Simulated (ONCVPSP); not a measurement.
## oxygen (O), ONCV: configuration errors across variants

- Element: oxygen (O)
- Generator: ONCVPSP 4.0.1
- Type: optimised norm-conserving Vanderbilt (ONCV)
- Functional: PBE
- Relativity: scalar-relativistic
- Frozen core: [He]
- Valence charge: 6
- Reference configuration: 2s2 2p4
- Partial waves: 2s: rc 0.80 bohr, ncon 4, nbas 8, qcut 9 1/bohr, local; 2p: rc 1.00 bohr, ncon 4, nbas 7, qcut 6.8 1/bohr, 3 projectors, debl 3.9 Ha; d scattering state at 0.1 Ha: rc 0.80 bohr, ncon 3, nbas 7, qcut 13.5 1/bohr, 1 projector
- Local potential: the s channel
- Core correction: none

All-electron excitation energies from the reference (eV): (1) 2s2 2p3 16.431; (2) 2s2 2p2 50.017; (3) 2s2 2p1 103.885; (4) 2s1 2p4 31.659.

2 further variants failed, have other tests or too few solved ones, and are left out.

Errors AE − PS in meV (a dash: test not solved or not reliable):

```csv
change,(1),(2),(3),(4),bound ghosts,GHOST(+) flags above zero
base,+8.1,+83,+376,-3.4,none,p
p: rc 0.86,+4.1,+50,+245,+1195,none,p
p: rc 1.06,+11,+102,+452,-7.7,none,p
p: rc 1.24,+20,+176,+727,-23,none,none
p: rc 1.38,+30,+252,+996,-37,none,none
p: rc 1.42,+34,+278,+1086,-41,none,none
```

Task: Give the same row for: p: rc 1.16.

Result: +15, +141, +596, -16; bound ghosts: none; GHOST(+) flags above zero: none.
